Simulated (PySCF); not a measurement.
Several molecules and their computed UV-vis stick spectra, shuffled. Method: TDDFT PBE0/def2-SVPD, vertical, gas phase, core orbitals frozen in the response in PySCF 2.14.0, density-fitted response routines. Geometries: GFN2-xTB; one conformer of each isolated species. Triplets are in the Tamm–Dancoff approximation. Ions are computed without counter-ions or solvent.

A. `C/N=C\C[NH3+]`
B. `ClC(=C)O/C=C/O[SiH3]`
C. `C[SiH](C[SiH2]F)C`

Lowest singlet levels (six at most, fewer where fewer were computed) with oscillator strengths:

1. 239 nm (f 0.003); 226 nm (f 0.004); 223 nm (f 0.459); 204 nm (f 0.023); 201 nm (f 0.089); 198 nm (f 0.004); T1 3.79 eV
2. 167 nm (f 0.063); 160 nm (f 0.003); 158 nm (f 0.011); 156 nm (f 0.012); 152 nm (f 0.032); 150 nm (f 0.024); T1 7.02 eV
3. 276 nm (f 0.004); 238 nm (f 0.005); 184 nm (f 0.000); 181 nm (f 0.003); 181 nm (f 0.004); 177 nm (f 0.001); T1 3.66 eV

Task: Match each spectrum to its molecule.

Result: 1 = B, 2 = C, 3 = A.
- A: S1 at 4.50 eV, HOMO→LUMO+1 (98%); Löwdin shares by element: HOMO nitrogen 58% or more, carbon 28%; LUMO hydrogen 51% or more, nitrogen 22% or more (atoms not listed hold the other 27%); HOMO -11.23 and LUMO -5.10 eV; point group Cs, 1 of its 6 listed states under f = 0.0005.
- B: S1 at 5.19 eV, HOMO→LUMO+1 (86%); Löwdin shares by element: HOMO carbon 51% or more, oxygen 18% or more (atoms not listed hold the other 31%); LUMO carbon 64% (atoms not listed hold the other 36%); HOMO -6.29 and LUMO -0.07 eV.
- C: S1 at 7.41 eV, HOMO→LUMO (94%); Löwdin shares by element: HOMO silicon 33%, carbon 30% or more, hydrogen 14% or more (atoms not listed hold the other 24%); LUMO silicon 35% or more, hydrogen 22% or more, carbon 9% or more (atoms not listed hold the other 34%); HOMO -8.52 and LUMO 0.17 eV.
